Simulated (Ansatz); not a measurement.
`[CH3][Al]([OH])[SiH2]F` + H–F → `[CH3][Al]([F])[SiH2]F` + H₂O  (ligand exchange at the Al–O bond)

Gas-phase electronic energies from Ansatz, PBE0-D4/def2-TZVP geometries. CCSD(T)/CBS is the MP2 limit (def2-TZVPP, def2-QZVPP) plus CCSD(T) − MP2 in def2-TZVPP, frozen cores. This one scheme is used for every species. DFT in def2-TZVPP. B3LYP here is the variant with VWN-RPA as its local correlation; programs differ in this. Each species was taken in one conformer, which may not be the lowest.

```
             level  ΔE (kcal/mol)  difference from CCSD(T)/CBS
         r2SCAN-D4          -11.7                          0.1
          B3LYP-D4          -11.9                         -0.1
           ωB97X-V          -12.0                         -0.2
           ωB97M-V          -11.8                          0.0
               PBE          -11.7                          0.1
            r2SCAN          -11.8                          0.0
              PBE0          -11.7                          0.1
             B3LYP          -12.6                         -0.8
     HF/def2-TZVPP          -13.4                         -1.6
   CCSD/def2-TZVPP          -11.6                          0.2
CCSD(T)/def2-TZVPP          -11.2                          0.6
     HF/def2-QZVPP          -13.8                         -2.0
SCS-MP2/def2-QZVPP          -11.9                         -0.1
      HF/CBS(def2)          -13.9                         -2.1
     MP2/CBS(def2)          -11.5                          0.3
    CCSD/CBS(def2)          -12.2                         -0.4
       CCSD(T)/CBS          -11.8                            0
```

Largest T1 diagnostic among the species: 0.012.

In def2-TZVPP, CCSD(T) changes the Hartree–Fock value by +2.2 kcal/mol (the triples alone add +0.4 kcal/mol) and MP2 by +2.5 kcal/mol.
